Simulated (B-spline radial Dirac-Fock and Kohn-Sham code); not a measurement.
Radiative decay of the L3 hole in Ir⁵⁺

System: the Ir⁵⁺ ion, [Xe] 4f14 5d4, inside a Watson sphere of charge -5 and radius 1.6 Å (a model of the Madelung potential; inside it an electron's potential energy is raised by 45.0 eV).

Level of theory: independent-particle radiative and Coulomb Auger rates from relativistic LDA hole-state orbitals, with Dirac-Fock energies; a radial finite-basis atomic code.

```tsv
line	multipole	energy (eV)	width (meV)	share (%)
Lℓ	E1	8036.5	57.1	3.77
L3-M2	E2	8303.1	0.626	0.0413
L3-M3	E2	8659.6	0.567	0.0374
Lα2	E1	9099.1	123	8.13
Lα1	E1	9174.6	1090	71.7
Lβ6	E1	10519.3	14.0	0.921
Lβ15	E1	10902.0	21.9	1.44
Lβ2	E1	10917.6	197	13.0
Lβ7	E1	11119.5	2.83	0.187
L3-N7	E2	11157.9	0.745	0.0492
L3-O4	E1	11223.2	1.07	0.0707
Lβ5	E1	11224.8	9.67	0.638
```

The listed lines hold 100.0 % of the radiative rate. The radiative width is 1.52 eV in the length form and 1.54 eV in the velocity form; the two differ because the transition energies are not eigenvalue differences of the potential that gave the orbitals.

Values without a named source are computed, but for edge energies of neutral atoms, which are taken from tables.
